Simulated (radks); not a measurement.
Coherent X-ray form factor from a spherical all-electron density. Method: Dirac Kohn-Sham, LDA (Slater exchange, Perdew-Wang correlation), spin-unpolarised, spherical densities, point nucleus; computed with a radial shooting solver on a logarithmic mesh with Libxc functionals.

sin(theta)/lambda (1/angstrom),f0 (electrons)
0.05,27.721
0.1,26.922
0.15,25.700
0.2,24.185
0.25,22.506
0.3,20.773
0.4,17.443
0.5,14.564
0.6,12.246
0.8,9.139
1,7.443
1.25,6.273
1.5,5.462
2,4.049

The species is in the configuration that NIST lists as its ground one. Which atom or ion scatters so?

Answer. The zinc ion Zn2+, [Ar] 3d10. Extrapolating in s^2 from the first two rows gives f0(0) = 28.0, near the electron count 28; among species with that count, the fall with angle is slower the higher Z, and the table is that of Z = 30; from so few rows the species is fixed only to a neighbour or two.
